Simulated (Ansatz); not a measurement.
Species: GaH (charge 0, singlet). 
Coordinates optimised at B3LYP-D3(BJ)/def2-TZVP (Ansatz, a program for electronic structure):
```xyz
2

Ga     0.0000     0.0000    -0.0528
H      0.0000     0.0000     1.6363
```

Total electronic energies in hartree. Valence correlation only, unless marked. No spin-orbit coupling. The frozen core is the preceding noble-gas configuration, with the filled d and f shells of earlier blocks. No relativistic terms. CBS marks a two-point X^-3 extrapolation of the correlation energy; Hartree-Fock from the larger set (for Q and 5 zeta extrapolated as (X+1)exp(-9√X)). [CCSD(T)-MP2]/basis is that difference in the basis named.

```tsv
level	program	energy (Eh)
RI-HF/def2-TZVPPD	Ansatz	-1923.79976
RI-HF/aug-cc-pVQZ	Ansatz	-1923.84008
PBE-D3(BJ)/def2-TZVPD	Ansatz + dftd3	-1925.12166
revPBE-D4/def2-TZVPD	Ansatz + dftd4	-1925.28093
r2SCAN/def2-TZVPD	Ansatz	-1925.39692
HSE06/def2-TZVPD	Ansatz	-1925.15778
wB97X-V/def2-TZVPD	Ansatz	-1925.23352
B2GP-PLYP-D3(BJ)/def2-TZVPD	Ansatz + dftd3	-1924.84811
MP2/cc-pVDZ	Ansatz	-1923.81674
MP2/cc-pVTZ	Ansatz	-1923.89675
MP2/cc-pV5Z	Ansatz	-1923.90543
MP2/CBS(def2-TZVPP,def2-QZVPP)	Ansatz	-1923.9057
RI-MP2/aug-cc-pVQZ	Ansatz	-1923.90410
SCS-MP2/cc-pVTZ	Ansatz	-1923.90581
SCS-MP2/def2-TZVPP	Ansatz	-1923.86828
SCS-MP2/cc-pV5Z	Ansatz	-1923.91538
CCSD/def2-QZVPP	Ansatz	-1923.92036
CCSD(T)/def2-SVP	Ansatz	-1923.62037
CCSD(T)/def2-SVPD	Ansatz	-1923.62424
CCSD(T)/aug-cc-pVTZ	Ansatz	-1923.91781
CCSD(T)/aug-cc-pVQZ	Ansatz	-1923.92260
RI-MP2/CBS(aug-cc-pVTZ,aug-cc-pVQZ)+[CCSD(T)-MP2]/aug-cc-pVQZ	Ansatz	-1923.9252
CCSD(T)/CBS(cc-pVQZ,cc-pV5Z)	Ansatz	-1923.9242
```

Totals of different functionals don't rank their quality; only differences between species are comparable.
